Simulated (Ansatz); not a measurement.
Consider the ligand exchange at the Si–C bond: `C[SiH](C)CO` + `[NH2][GaH2]` → `C[SiH](C)[NH][GaH2]` + CH₃OH.

Program: Ansatz. Geometries: PBE0-D4/def2-TZVP. ΔE: electronic, gas phase. CBS: MP2 limit from def2 TZ/QZ plus the TZ coupled-cluster correction, frozen cores. This one scheme is used for every species. Functionals use def2-TZVPP. For Ga outer-core shells are correlated without core-valence functions, which leaves a few kJ/mol of doubt a bond. Scalar relativity is left out up to krypton. Each species was taken in one conformer, which may not be the lowest.

`C[SiH](C)CO`:

```xyz
15

C    -1.448   -0.959    0.088
Si    0.182   -0.218   -0.472
C    -0.096    1.364   -1.434
C     1.250    0.139    1.050
O     1.415   -0.987    1.907
H    -2.091   -1.171   -0.770
H    -1.989   -0.275    0.748
H    -1.301   -1.904    0.619
H     0.887   -1.212   -1.332
H     0.853    1.802   -1.755
H    -0.621    2.106   -0.828
H    -0.695    1.178   -2.329
H     2.257    0.426    0.731
H     0.852    1.004    1.604
H     0.545   -1.292    2.175
```

`[NH2][GaH2]`:

Z-matrix (Å, degrees):
```
N
Ga 1 1.813
H 1 1.006 2 124.1
H 1 1.006 2 124.0 3 -180.0
H 2 1.561 1 116.7 3 -180.0
H 2 1.561 1 116.7 3 0.0
```

`C[SiH](C)[NH][GaH2]`:

Z-matrix (Å, degrees):
```
C
Si 1 1.870
H 1 1.094 2 110.9
H 1 1.093 2 111.1 3 119.7
H 1 1.093 2 111.0 3 -120.3
C 2 1.866 1 110.6 3 61.2
N 2 1.732 1 111.0 3 -177.0
H 2 1.496 1 107.3 3 -57.2
H 6 1.093 2 111.6 1 61.1
H 6 1.092 2 111.9 1 -177.7
H 6 1.093 2 109.5 1 -58.2
Ga 7 1.830 2 131.6 1 -122.0
H 7 1.012 2 114.8 1 58.9
H 12 1.560 7 118.2 2 0.6
H 12 1.564 7 116.1 2 -179.7
```

CH₃OH:

```xyz
6

C    -0.244    0.160    0.204
O     0.802   -0.730   -0.109
H    -0.487    0.010    1.256
H    -1.149   -0.034   -0.386
H     0.045    1.210    0.068
H     1.032   -0.617   -1.033
```

(1) Is it downhill or uphill in electronic energy at CCSD(T)/CBS, and by how much? (Best estimate.)

(2) What do these levels give: r2SCAN-D4, PBE0-D4, ωB97X-V, ωB97M-V, PBE, HF/def2-TZVPP, MP2/def2-TZVPP, CCSD/def2-TZVPP, CCSD(T)/def2-TZVPP, MP2/def2-QZVPP, SCS-MP2/def2-QZVPP, CCSD/CBS(def2)? (Best estimate.)

Largest T1 diagnostic among the species: 0.014.

Results:

(1) Ansatz gave: Downhill: ΔE = -19.6 kcal/mol.

(2) Computed: r2SCAN-D4 -18.5, PBE0-D4 -18.3, ωB97X-V -18.5, ωB97M-V -18.5, PBE -16.1, HF/def2-TZVPP -21.7, MP2/def2-TZVPP -20.7, CCSD/def2-TZVPP -20.1, CCSD(T)/def2-TZVPP -19.9, MP2/def2-QZVPP -20.6, SCS-MP2/def2-QZVPP -20.6, CCSD/CBS(def2) -19.8 kcal/mol.

From PBE to PBE0 (25 % exact exchange), in def2-TZVPP and without D4, ΔE moves by −1.4 kcal/mol. In def2-TZVPP, CCSD(T) changes the Hartree–Fock value by +1.8 kcal/mol (the triples alone add +0.2 kcal/mol) and MP2 by +1.0 kcal/mol. The D4 term adds −1.4 kcal/mol with B3LYP and −0.8 kcal/mol with PBE0; it sums over pairs of atoms, weighted by their polarisabilities, and B3LYP, whose exchange is more repulsive, gets the larger term.

B3LYP here is the variant with VWN-RPA as its local correlation; programs differ in this.
